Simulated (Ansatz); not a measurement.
Program: Ansatz 0.2.0.

A structure relaxed at PBE0-D4/def2-TZVP, charge 0, multiplicity 1:

```xyz
7

B    -0.2846   -0.1684    1.2304
N    -0.5111    0.7799    0.3228
Sn    0.6183   -0.7396   -0.7447
H    -0.4419   -0.5167    2.3545
H    -0.9808    1.6720    0.3132
H     1.9696    0.1066   -1.3831
H    -0.3695   -1.1337   -2.0933
```

(1) Give its formula and SMILES.

(2) Point group (tolerance 0.08 Å, 0.16 Å for H)?

(3) Summarise the bond lengths by kind.

## Answers

(1) BH4NSn, `[BH]1[NH][SnH2]1`.

(2) Cs.

(3) 1 × B–N 1.332 Å; 1 × B–Sn 2.246 Å; 1 × B–H 1.187 Å; 1 × N–Sn 2.173 Å; 1 × H–N 1.008 Å; 2 × H–Sn 1.717 Å.
